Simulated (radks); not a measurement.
The numbers below are computed, except where a source is named.
Task: The mean radii <r> (bohr) of the occupied orbitals of an atom or ion are listed with their occupations. Code: a radial shooting solver on a logarithmic mesh with Libxc functionals. Model: Dirac Kohn-Sham, RPBE, spin-unpolarised, spherical densities, finite nucleus; Fermi nuclear charge, rms radius of each element as measured or else 0.836 A^(1/3) + 0.57 fm.

orbital  occ.      <r>
1s1/2       2  0.04274
2s1/2       2   0.1892
2p1/2       2   0.1627
2p3/2       4   0.1666
3s1/2       2   0.5509
3p1/2       2   0.5566
3p3/2       4   0.5670
3d3/2       4   0.5863
3d5/2       6   0.5903
4s1/2       2    1.592
4p1/2       1    1.835
4p3/2       2    1.865

Name the element and its charge. Open shells, if any, are shared by 2j + 1.

Result: Z = 35, bromine, charge +2: Br2+ in [Ar] 3d10 4s2 4p3. The 1s radius gives Z: for a bare nucleus <r> = (2 gamma + 1)/(2Z) with gamma = sqrt(1 - (Z/c)^2), 0.04191 bohr for Z = 35, and screening makes it slightly larger (0.04274 here). The occupations add up to 33, and the charge is Z minus that.
